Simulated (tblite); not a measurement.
Species: C5H8O3Si.
Bonds: C1–Si2, Si2–O3, Si2–O4, Si2–C5, C5–C6 (aromatic), C6–C7 (aromatic), C7–C8 (aromatic), C8–O9 (aromatic), C5–O9 (aromatic). Hydrogens: H10, H11, H12 on C1; H13 on O3; H14 on O4; H15 on C6; H16 on C7; H17 on C8.

Structure optimised with GFN2-xTB, isolated species.

Question: Give the optimised bond lengths and angles.

Answer: 
| bond | length (Å) |
| --- | --- |
| C1–Si2 | 1.903 |
| Si2–O3 | 1.624 |
| Si2–O4 | 1.637 |
| Si2–C5 | 1.877 |
| C5–C6 | 1.367 |
| C6–C7 | 1.413 |
| C7–C8 | 1.361 |
| C8–O9 | 1.341 |
| C5–O9 | 1.358 |
| C1–H10, C1–H11, C1–H12 | 1.086 |
| O3–H13, O4–H14 | 0.953 |
| C6–H15 | 1.070 |
| C7–H16 | 1.071 |
| C8–H17 | 1.073 |

Bonds in one row agree within 0.01 Å and their mean is given. A selection of angles:
| angle | degrees |
| --- | --- |
| Si2–C1–H10 | 111.9 |
| H10–C1–H11 | 107.4 |
| C1–Si2–O3 | 111.6 |
| C1–Si2–C5 | 110.0 |
| O3–Si2–O4 | 105.9 |
| O3–Si2–C5 | 106.6 |
| O4–Si2–C5 | 111.3 |
| Si2–O3–H13 | 119.2 |
| Si2–C5–C6 | 132.8 |
| Si2–C5–O9 | 118.1 |
| C6–C5–O9 | 109.0 |
| C5–C6–C7 | 107.0 |
| C5–C6–H15 | 125.6 |
| C7–C6–H15 | 127.4 |
| C6–C7–C8 | 105.7 |
| C6–C7–H16 | 127.4 |
| C8–C7–H16 | 126.9 |
| C7–C8–O9 | 110.7 |
| C7–C8–H17 | 131.9 |
| O9–C8–H17 | 117.4 |
| C5–O9–C8 | 107.6 |
| H14–O4–Si2 | 119.9 |

Torsions: C1–Si2–C5–C6 97° (anticlinal); H13–O3–Si2–C1 98° (anticlinal); H14–O4–Si2–C1 67° (synclinal). The mirror-image conformer, all signs reversed, is as good.

The C–C distances run from 1.361 Å (C7–C8, aromatic) to 1.413 Å (C6–C7, aromatic), a spread of 0.052 Å. The C–Si distances run from 1.877 Å (Si2–C5, drawn single) to 1.903 Å (C1–Si2, drawn single), a spread of 0.026 Å. O9 (furan-type oxygen) is bent (angle 107.6°). The 5-membered ring C5–C6–C7–C8–O9 has internal angles of 105.7° to 110.7° (sum 540°, against 540° for a flat polygon); it is planar, 0.00 Å rms from its mean plane, widest ring torsion 0°. Si2 (oxygen-bound silicon) is distorted tetrahedral (angles from 105.9° to 111.6°).

Point group: C1 (no symmetry element, even within 0.4 Å). GFN2-xTB frequencies show an imaginary mode (60i cm⁻¹), so the point is no minimum at that level. Torsions: C1–Si2–O3–H 98°, C1–Si2–O4–H 67°, C1–Si2–C5–C6 97°. 3 starts were optimised and ended at 0.00, 0.35 and 0.45 kcal/mol (GFN2-xTB); the lowest of these is shown.

Time: 0.28 s wall. Hardware: one thread, AMD EPYC 9R45 (x86_64), shared host. This is the geometry optimisation.

All values are computed, not measured.
